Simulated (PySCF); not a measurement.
**Correlation energy of Ga (gallium, neutral)**

[Ar] 3d10 4s1 4p2, high-spin 4P determinant (an excited configuration). Computed with PySCF 2.14 in aug-cc-pVTZ-PP with ECP10MDF (6s5p4d2f, 55 functions), with a scalar-relativistic core potential. Frozen: 3s2 3p6 3d10; 3 electrons correlated.

```csv
level,correlation energy (mhartree)
CCSD,-12.42
(T),-0.11
CCSD(T),-12.53
```

Diagnostics: T1 = 0.0040, D1 = 0.0072, largest double amplitude 0.047.

Problem. Is a single reference adequate?

Solution. Yes, within this model without spin-orbit coupling: T1 lies below 0.03 and no double amplitude reaches 0.07.
